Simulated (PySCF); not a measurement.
C₄H₁₃AsGe.
Bonds: C1–C2, C2–C3, C2–C4, C2–Ge5, Ge5–As6. Hydrogens: H7, H8, H9 on C1; H10, H11, H12 on C3; H13, H14, H15 on C4; H16, H17 on Ge5; H18, H19 on As6.

Computed with core-valence-separated Tamm–Dancoff BHandHLYP/aug-pcX-1 (pcseg-1 on H, def2-SVPD on Ge, def2-SVPD on As) in PySCF, non-relativistic, gas phase, PBE0-D3(BJ)/def2-SVP geometry.

Computed carbon K-edge spectrum, Gaussian lines of 0.3 eV full width, highest printed point 100; it ends one width below the last computed root. BHandHLYP without relativity tends to put these K edges a few eV too low, so spacings mean more than positions.

(photon energy (eV), absorption): (285.0, 0), (285.1, 1), (285.2, 6), (285.3, 14), (285.4, 19), (285.5, 20), (285.6, 23), (285.7, 24), (285.8, 18), (285.9, 19), (286.0, 46), (286.1, 88), (286.2, 100), (286.3, 65), (286.4, 25), (286.5, 7), (286.6, 4)

Problem. Where are the maxima, and which lines make them up?

Solution. 2 maxima:
- 285.7 eV: C2 (sp3 carbon bound to germanium), 285.69 eV, f = 0.040, 92 % of the height at the exact maximum
- 286.2 eV: C1/C3/C4 (methyl carbon), 286.18 eV, f = 0.122, sum of 4, 70 % of the height at the exact maximum; C3 (methyl carbon), 286.23 eV, f = 0.032, 17 % of the height at the exact maximum; C1 (methyl carbon), 286.09 eV, f = 0.030, 14 % of the height at the exact maximum

Further lines of some strength in the range: C3, 285.37 eV, f = 0.010; C1/C4, 285.41 eV, f = 0.021, sum of 2.

Roots within 0.03 eV on the same or equivalent atoms count as one line; shares under 12 % aren't listed.

Vibrational structure and lifetime widths aren't in the curve. The ionisation threshold wasn't computed; near and above it a finite basis only mimics Rydberg series and continuum. Relativistic effects, spin–orbit coupling among them, are left out although an element past zinc is present.

Hardware: an AMD EPYC with one thread, no GPU, shared host with 64 logical CPUs at a one-minute load of 55. Cost: 66 s of wall time, 1.2 GiB resident at most.

The values belong to the conformer `[CH3:1][C:2]([CH3:3])([CH3:4])[GeH2:5][AsH2:6]`: C1–C2–Ge5–As6 56°, H–As6–Ge5–C2 -80°, H–As6–Ge5–C2 -173°.
